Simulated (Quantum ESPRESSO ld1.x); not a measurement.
Lu+, 70 electrons, occupied as [Xe] 4f14 6s1 5d1 (not the ground configuration).

Method: Dirac Kohn-Sham, revPBE, spin-unpolarised, spherical densities, point nucleus; open shells fill j = l - 1/2 first; computed with ld1.x of Quantum ESPRESSO 7.5.

Energy parts (hartree):
total: -14581.17
kinetic: 16257.73
electron-nucleus: -36248.12
Hartree: 5711.56
exchange-correlation: -302.33

Orbitals (lengths in bohr, moments of r in powers of bohr; r(max) is where P^2 peaks):
| orbital | occ. | eigenvalue (hartree) | r(max) | small-component weight |
|---|---|---|---|---|
| 1s1/2 | 2 | -2321.5568 | 0.012 | 7.12e-02 |
| 2s1/2 | 2 | -395.1317 | 0.069 | 1.60e-02 |
| 2p1/2 | 2 | -377.0848 | 0.052 | 1.61e-02 |
| 2p3/2 | 4 | -336.0156 | 0.058 | 1.46e-02 |
| 3s1/2 | 2 | -89.7287 | 0.195 | 5.22e-03 |
| 3p1/2 | 2 | -81.7595 | 0.184 | 5.16e-03 |
| 3p3/2 | 4 | -72.9991 | 0.197 | 4.75e-03 |
| 3d3/2 | 4 | -59.5016 | 0.155 | 4.63e-03 |
| 3d5/2 | 6 | -57.5892 | 0.158 | 4.52e-03 |
| 4s1/2 | 2 | -18.0563 | 0.448 | 1.69e-03 |
| 4p1/2 | 2 | -14.8132 | 0.448 | 1.61e-03 |
| 4p3/2 | 4 | -12.8208 | 0.476 | 1.45e-03 |
| 4d3/2 | 4 | -7.4962 | 0.476 | 1.26e-03 |
| 4d5/2 | 6 | -7.1325 | 0.485 | 1.22e-03 |
| 4f5/2 | 6 | -0.6232 | 0.466 | 7.76e-04 |
| 4f7/2 | 8 | -0.5672 | 0.471 | 7.55e-04 |
| 5s1/2 | 2 | -2.4792 | 1.05 | 3.45e-04 |
| 5p1/2 | 2 | -1.5851 | 1.14 | 2.72e-04 |
| 5p3/2 | 4 | -1.3327 | 1.23 | 2.32e-04 |
| 5d3/2 | 1 | -0.2919 | 1.75 | 7.98e-05 |
| 5d5/2 | 0 | -0.2774 | 1.82 | 7.36e-05 |
| 6s1/2 | 1 | -0.3692 | 2.94 | 4.18e-05 |

The highest occupied level is 5d3/2 at -7.942 eV. Summed over all electrons, <r^2> = 53.04 bohr^2, which gives a Langevin (diamagnetic) susceptibility term of -42 x 10^-6 cm^3/mol. The density falls to 0.001 e/bohr^3 at r = 4.44 bohr.
